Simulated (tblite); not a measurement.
P28H14O14 (flake black phosphorene) at step 2 of a GFN2-xTB optimisation (tblite, gas phase), coordinates in Å:

```
  1 P    -4.146   -1.188   -2.914
  2 P    -4.149   -1.184    1.460
  3 P    -4.151    0.957   -3.636
  4 P    -4.151    0.961    0.718
  5 P     2.506   -1.171   -2.937
  6 P     4.180   -1.186   -1.467
  7 P    -0.811   -1.172   -2.935
  8 P     0.847   -1.167   -1.452
  9 P    -2.466   -1.171   -1.453
 10 P     2.498   -1.170    1.453
 11 P     4.175   -1.189    2.911
 12 P    -0.815   -1.171    1.454
 13 P     0.841   -1.172    2.937
 14 P    -2.475   -1.172    2.932
 15 P     2.524    0.956   -3.650
 16 P     0.833    0.901   -5.124
 17 P    -0.814    0.944   -3.630
 18 P    -2.461    0.902   -5.123
 19 P     4.180    0.959    3.644
 20 P     2.499    0.901    5.127
 21 P     4.179    0.959   -0.720
 22 P     2.499    0.941    0.734
 23 P     0.841    0.945    3.634
 24 P    -0.805    0.902    5.126
 25 P     0.842    0.946   -0.737
 26 P    -0.817    0.943    0.740
 27 P    -2.496    0.957    3.645
 28 P    -2.471    0.940   -0.735
 29 O    -5.383   -1.200   -1.831
 30 H    -6.010   -1.888   -2.062
 31 O    -5.387   -1.192    2.547
 32 H    -6.009   -1.884    2.313
 33 O    -5.384    0.964   -4.752
 34 H    -5.807    1.827   -4.720
 35 O    -5.385    0.969   -0.360
 36 H    -6.075    1.560   -0.055
 37 O     5.418   -1.187   -2.548
 38 H     6.139   -1.720   -2.204
 39 O     5.416   -1.197    1.830
 40 H     6.140   -1.723    2.178
 41 O     3.747    0.964   -4.745
 42 H     4.043    1.870   -4.880
 43 O     0.849   -0.638   -5.669
 44 H     0.844   -0.638   -6.628
 45 O    -2.484   -0.647   -5.667
 46 H    -2.941   -0.676   -6.508
 47 O     5.423    0.963    4.743
 48 H     5.996    1.709    4.552
 49 O     2.503   -0.641    5.669
 50 H     2.500   -0.638    6.627
 51 O     5.418    0.969    0.360
 52 H     5.999    1.704    0.174
 53 O    -0.824   -0.646    5.664
 54 H    -1.287   -0.679    6.503
 55 O    -3.720    0.968    4.747
 56 H    -4.150    1.826    4.722
```

Problem. What are the forces on the atoms (eV/Å)?

Solution. 
```
  1 P     0.36   -0.05   -0.46
  2 P     0.43   -0.12   -0.35
  3 P     0.22    0.16    0.48
  4 P     0.42    0.14    0.52
  5 P     0.18    0.22   -0.12
  6 P    -0.40   -0.09    0.44
  7 P    -0.01    0.14   -0.01
  8 P     0.09    0.19   -0.20
  9 P     0.00    0.15   -0.11
 10 P     0.01    0.14    0.08
 11 P    -0.40   -0.07    0.46
 12 P    -0.07    0.19    0.19
 13 P     0.04    0.15    0.02
 14 P    -0.15    0.20    0.08
 15 P    -0.43    0.14    0.41
 16 P    -0.18    0.30    0.17
 17 P    -0.01   -0.21    0.03
 18 P     0.07    0.18    0.30
 19 P    -0.32    0.09   -0.42
 20 P    -0.07    0.24   -0.27
 21 P    -0.42    0.17   -0.45
 22 P    -0.01   -0.12   -0.10
 23 P    -0.07   -0.22   -0.06
 24 P     0.16    0.28   -0.17
 25 P    -0.01   -0.08    0.01
 26 P     0.00   -0.07   -0.01
 27 P     0.37    0.20   -0.46
 28 P    -0.02   -0.12    0.09
 29 O     0.17    0.06   -0.19
 30 H    -0.11    0.01    0.05
 31 O     0.13    0.28   -0.19
 32 H    -0.09    0.02    0.08
 33 O     0.21   -0.20    0.20
 34 H    -0.10   -0.12   -0.07
 35 O     0.18   -0.10    0.14
 36 H    -0.13    0.01   -0.07
 37 O    -0.15    0.24    0.16
 38 H     0.07    0.03   -0.08
 39 O    -0.15    0.02    0.21
 40 H     0.07    0.03   -0.09
 41 O    -0.18   -0.22    0.13
 42 H     0.08   -0.14    0.03
 43 O     0.02   -0.19    0.11
 44 H    -0.01   -0.16   -0.07
 45 O     0.17   -0.14    0.17
 46 H    -0.07   -0.14   -0.13
 47 O    -0.21   -0.22   -0.21
 48 H     0.10   -0.06    0.09
 49 O     0.02   -0.18   -0.15
 50 H    -0.01   -0.17    0.13
 51 O    -0.24   -0.24   -0.17
 52 H     0.19    0.12    0.03
 53 O     0.12   -0.16   -0.11
 54 H    -0.04   -0.15    0.06
 55 O     0.28   -0.24   -0.13
 56 H    -0.11   -0.10   -0.01
```
